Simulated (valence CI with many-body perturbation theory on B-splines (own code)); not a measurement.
**V X: electric-dipole lines**

Method: relativistic CI+MBPT: four valence electrons over a frozen Dirac-Fock core [Ne], a basis of 11 s, 11 p, 9 d, 7 f, 5 g, 2 h, 1 i functions for each j, with the one-electron correlation potential Σ1, the two-electron term Σ2, the three-electron term Σ3, Breit, model QED; selected CI, second order for the rest, scaled by the run's own slope (own B-spline code, finite nucleus).

No measured levels were compared; by estimate levels of excited configurations hold to 0.05 to 0.15 % of their energy, terms of the ground configuration to about 0.5 %.

Lines 151 to 200 of 227 in falling wavelength, among levels below 646750 cm⁻¹, chosen from the strongest by gf and those to the six lowest levels. Wavelengths and rates use the calculated energies, so an error of 100 cm⁻¹ moves a line at 26.81 nm by 0.027 % and its rate by three times that or more. Electric multipoles are in the length gauge, E1 and E2 with the static RPA response of the core. Weak lines are less certain than strong ones. Lines between different terms over intervals too small for the method are left out, as are lines whose strength nearly cancels. The highest levels of a list are the least certain.

Names give the largest LS component (configuration and term), which can be under half, so a name can repeat, a term be missing and a line seem to break the LS rules; names also repeat where a configuration has a term twice. Letters in brackets count levels of one name in rising energy.

```csv
λ vac (nm),Upper,Lower,A (s⁻¹),S (a.u.)
26.81,3s 3p2 3d 1P_1,3s 3p3 3P°_2,1.52e+09,4.32e-02
26.77,3s 3p2 3d 3D_3 [b],3s 3p3 3P°_2,1.39e+10,9.18e-01
26.60,3s 3p2 3d 3D_2 [a],3s 3p3 3D°_3,6.14e+09,2.85e-01
26.58,3s 3p2 3d 3P_0 [b],3s 3p3 3P°_1,3.22e+10,2.99e-01
26.57,3s 3p2 3d 3D_3 [a],3s 3p3 3D°_3,2.57e+10,1.66e+00
26.57,3s2 3p 3d 3P°_2 [a],3s2 3p2 3P_2,1.26e+10,5.82e-01
26.56,3s 3p2 3d 3D_1 [a],3s 3p3 3D°_2,9.06e+09,2.51e-01
26.55,3s 3p2 3d 3D_1 [a],3s 3p3 3D°_1,2.01e+10,5.58e-01
26.53,3s 3p2 3d 3D_2 [a],3s 3p3 3D°_2,1.83e+10,8.43e-01
26.52,3s 3p2 3d 3D_2 [a],3s 3p3 3D°_1,5.24e+09,2.41e-01
26.52,3s 3p2 3d 3P_1 [b],3s 3p3 3P°_2,1.01e+10,2.79e-01
26.50,3s 3p2 3d 3P_1 [b],3s 3p3 3P°_1,1.11e+10,3.05e-01
26.50,3s 3p2 3d 3D_3 [a],3s 3p3 3D°_2,3.50e+09,2.25e-01
26.49,3s 3p2 3d 3P_1 [b],3s 3p3 3P°_0,1.13e+10,3.10e-01
26.38,3s 3p2 3d 3P_2 [b],3s 3p3 3P°_2,2.66e+10,1.20e+00
26.37,3s 3p2 3d 3P_2 [b],3s 3p3 3P°_1,6.91e+09,3.12e-01
26.29,3s 3p2 3d 1G_4,3s 3p3 3D°_3,5.41e+08,4.37e-02
26.20,3s2 3p 3d 3P°_1,3s2 3p2 3P_2,9.25e+09,2.47e-01
26.20,3s2 3p 3d 3P°_2 [a],3s2 3p2 3P_1,1.10e+10,4.90e-01
26.12,3s2 3p 3d 3P°_2 [b],3s2 3p2 3P_2,1.83e+09,8.03e-02
26.09,3s2 3p 3d 1P°_1,3s2 3p2 1S_0,4.36e+10,1.15e+00
26.02,3s 3p2 3d 1F_3,3s 3p3 3D°_3,1.33e+09,8.07e-02
25.95,3s 3p2 3d 1F_3,3s 3p3 3D°_2,8.75e+08,5.29e-02
25.85,3s2 3p 3d 3P°_1,3s2 3p2 3P_1,9.02e+08,2.31e-02
25.77,3s2 3p 3d 3P°_2 [b],3s2 3p2 3P_1,1.06e+10,4.47e-01
25.74,3s 3p2 3d 3S_1,3s 3p3 3P°_2,2.01e+10,5.07e-01
25.73,3s 3p2 3d 3S_1,3s 3p3 3P°_1,9.46e+09,2.39e-01
25.71,3s 3p2 3d 3S_1,3s 3p3 3P°_0,1.83e+09,4.60e-02
25.69,3s2 3p 3d 3P°_0,3s2 3p2 3P_1,3.45e+10,2.89e-01
25.66,3s2 3p 3d 3D°_1,3s2 3p2 3P_2,6.20e+09,1.55e-01
25.64,3s 3p2 3d 5P_3,3s 3p3 5S°_2,4.35e+10,2.53e+00
25.57,3s2 3p 3d 3P°_1,3s2 3p2 3P_0,2.61e+10,6.45e-01
25.56,3s2 3p 3d 3D°_2,3s2 3p2 3P_2,2.42e+10,9.97e-01
25.53,3s2 3p 3d 3D°_3,3s2 3p2 3P_2,5.10e+10,2.93e+00
25.51,3s 3p2 3d 5P_2,3s 3p3 5S°_2,4.40e+10,1.80e+00
25.50,3s 3p2 3d 3D_1 [c],3s 3p3 3P°_1,2.61e+09,6.40e-02
25.49,3s 3p2 3d 3D_1 [c],3s 3p3 3P°_0,5.88e+09,1.44e-01
25.43,3s 3p2 3d 5P_1,3s 3p3 5S°_2,4.46e+10,1.09e+00
25.32,3s2 3p 3d 3D°_1,3s2 3p2 3P_1,3.00e+10,7.20e-01
25.22,3s2 3p 3d 3D°_2,3s2 3p2 3P_1,2.60e+10,1.03e+00
25.18,3s 3p2 3d 3F_2 [b],3s 3p3 3D°_3,6.08e+08,2.39e-02
25.12,3s 3p2 3d 3F_2 [b],3s 3p3 3D°_2,9.46e+09,3.70e-01
25.11,3s 3p2 3d 3F_2 [b],3s 3p3 3D°_1,2.17e+10,8.49e-01
25.05,3s2 3p 3d 3D°_1,3s2 3p2 3P_0,1.50e+10,3.48e-01
25.01,3s 3p2 3d 3F_3 [b],3s 3p3 3D°_3,8.08e+09,4.37e-01
24.94,3s 3p2 3d 3F_3 [b],3s 3p3 3D°_2,2.54e+10,1.36e+00
24.81,3s 3p2 3d 3D_1 [b],3s 3p3 3D°_2,2.02e+09,4.57e-02
24.80,3s 3p2 3d 3D_1 [b],3s 3p3 3D°_1,6.47e+09,1.46e-01
24.79,3s 3p2 3d 3D_2 [b],3s 3p3 3D°_3,6.36e+08,2.39e-02
24.76,3s 3p2 3d 3F_4 [b],3s 3p3 3D°_3,3.77e+10,2.54e+00
```
